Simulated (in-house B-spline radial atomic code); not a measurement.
A fraction x of an electron is moved 3p → 4p in Se VI (Se5+), starting from [Ar] 3d10 4s1 and keeping the highest spin. Computed with a radial B-spline atomic code at the basis-set limit: non-relativistic LDA exchange-only, spin-polarised, spherical fractional occupations, point nucleus.

```
    x  E(x) - E(0) (eV)  3p down level (eV)  4p up level (eV)
    0            0.0000            -217.397                 -
0.125           19.6085            -219.036           -61.647
 0.25           39.3478            -220.671           -62.229
0.375           59.2193            -222.301           -62.797
  0.5                 ?                   ?                 ?
0.625           99.3625            -225.548           -63.902
 0.75                 ?                   ?                 ?
0.875          140.0439            -228.777           -64.971
    1          160.5875            -230.385           -65.494
```

Question: What belongs in the row x = 0.5?

Answer: An energy change of 79.2239 eV; 3p down at -223.927 eV, 4p up at -63.355 eV.

Question: What belongs in the row x = 0.75?

Answer: An energy change of 119.6357 eV; 3p down at -227.165 eV, 4p up at -64.440 eV.

Question: Check Janak's theorem between x = 0.125 and 0.25.

Answer: The slope of the energy is 157.91 eV; the orbital levels give 157.92 eV (ε of the receiving orbital less ε of the emptying one, averaged over the two points).
